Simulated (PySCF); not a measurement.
# Bond curve of CdI

Set-up: basis Cd def2-TZVPP with ECP28, I def2-TZVPP with ECP28; scalar-relativistic core potentials; PySCF 2.14. Energies in eV from Cd + I in their ground configurations at the same level. All curves are PBE0. state 1: ²Σ⁺ (doublet), unpaired electrons σ ↑; state 2: quartet, unpaired electrons σ ↑, π ↑↑, a mixture of terms (⟨Lz²⟩ = 2.0), a second solution, started from another occupation.

| R (Å) | state 1 | state 2 |
| --- | --- | --- |
| 2.332 | -0.588 | 4.8681 |
| 2.441 | -1.003 | 4.3020 |
| 2.549 | -1.218 | 3.9307 |
| 2.631 | -1.288 | 3.7430 |
| 2.712 | -1.303 | 3.6123 |
| 2.793 | -1.278 | 3.5251 |
| 2.902 | -1.204 | 3.4584 |
| 3.037 | -1.073 | 3.4291 |
| 3.200 | -0.898 | 3.4411 |
| 3.417 | -0.675 | 3.4938 |

Q: Put a parabola through the three lowest points of the state 1 curve and estimate Re, k and ωe (reduced mass 60.03 u; 1 eV/Å² = 0.16022 mdyn/Å; ωe = 1302.8·√(k/μ) cm⁻¹).

A: Through R = 2.631, 2.712, 2.793 Å the second-order coefficient is 3.05 eV/Å², so Re ≈ 2.702 Å, k ≈ 0.977 mdyn/Å and ωe ≈ 166 cm⁻¹. A polynomial fit of higher order to the unrounded PBE0 energies gives Re = 2.698 Å, k = 1.01 mdyn/Å, ωe = 169 cm⁻¹; anharmonicity and rounding make the difference.

The higher-order fit for each curve: state 1: Re = 2.698 Å, ωe = 169 cm⁻¹, De = 1.30 eV; state 2: Re = 3.067 Å, ωe = 88.8 cm⁻¹, minimum 3.43 eV above the ground-state fragments.

These are scalar-relativistic numbers at best; spin–orbit coupling would shift them, the dissociation energy most. Counting both spins, an empty level lies below a filled one in some of these solutions, because spin and occupation are held. The state is the lowest determinant that a PBE0 search found; another state may lie lower at other levels.
